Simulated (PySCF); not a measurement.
HgI, SMILES [I][Hg] (connectivity only; charge and spin as stated), neutral, multiplicity 2. Geometry optimised at PBE-D3(BJ)/def2-TZVP. The spin state was assumed, not searched. The def2 effective core potentials stand for the cores of Hg, I; spin–orbit coupling is left out.

The numbers are results of PBE-D3(BJ)/def2-TZVP (PySCF 2.14.0), not measurements.

Harmonic wavenumbers (cm⁻¹): 117. Rotational constants (GHz): 0.8298 (linear); symmetry number 1.

**Question.** Work out the zero-point energy and the ideal-gas rigid-rotor harmonic-oscillator thermochemistry at 298.15 K and 1 atm.

**Answer.** ZPE = ½ Σ hcν = ½ × 117 cm⁻¹ = 0.70 kJ/mol. H − E(el) = 11.22 kJ/mol. Entropy in J/(mol K): translation 180.98, rotation 82.49, vibration 13.18, spin 5.76, total 282.41. G − E(el) = -72.98 kJ/mol. Cp = 37.20 J/(mol K). Modes under 150 cm⁻¹ make the vibrational entropy uncertain.
